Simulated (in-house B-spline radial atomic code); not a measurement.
**Binding energies in neutral gadolinium**

NIST's tabulated ground configuration is [Xe] 4f7 5d1 6s2; each binding energy is the energy of the ion with one electron taken from that subshell, relaxed, less that of the parent. All numbers are computed (Dirac-Hartree-Fock, average of configuration; Fermi nucleus of rms radius 5.1569 fm) with an all-electron radial atomic-structure program (B-spline basis), not measured. Energies include first-order Breit, QED and recoil terms.

| subshell | X-ray name | binding energy (eV) | -ε (eV) | relaxation (eV) |
| --- | --- | --- | --- | --- |
| 2s | L1 | 8393 | 8464.2 | 46.3 |
| 2p1/2 | L2 | 7942.4 | 8017.0 | 50.3 |
| 3s | M1 | 1898 | 1927.9 | 25.1 |
| 3p1/2 | M2 | 1703.8 | 1733.9 | 25.9 |
| 3p3/2 | M3 | 1560.3 | 1587.9 | 24.9 |
| 4s | N1 | 400.4 | 412.4 | 11.1 |
| 4p1/2 | N2 | 323.4 | 335.0 | 10.8 |
| 4p3/2 | N3 | 291.6 | 302.2 | 10.2 |
| 5s | O1 | 58.33 | 61.29 | 2.82 |
| 5p1/2 | O2 | 34.72 | 37.34 | 2.54 |
| 5p3/2 | O3 | 30.36 | 32.70 | 2.31 |
| 4f | N6,7 | 12.79 | 19.68 | 7.04 |
| 5d | O4,5 | 5.21 | 6.04 | 0.85 |
| 6s | P1 | 5.2 | 5.44 | 0.23 |

Relaxation = -ε minus the binding energy without Breit, QED and recoil terms.

Emission lines follow as differences of binding energies, with λ = 12398.42 eV·Å / E:

```json
{"line": "L1-M3", "holes": "2s → 3p3/2", "energy (eV)": "6832.7", "wavelength (Å)": "1.8146"}
```

**Question.** What does it cost to remove both a 4f and a 5d electron?

**Answer.** 27.833 eV, which is 9.83 eV more than the two single binding energies together.

**Question.** What does it cost to remove both a 4p1/2 and a 4f electron?

**Answer.** 355.49 eV, which is 19.35 eV more than the two single binding energies together.

**Question.** What does it cost to remove two 5p3/2 electrons?

**Answer.** 71.87 eV, which is 11.15 eV more than the two single binding energies together.
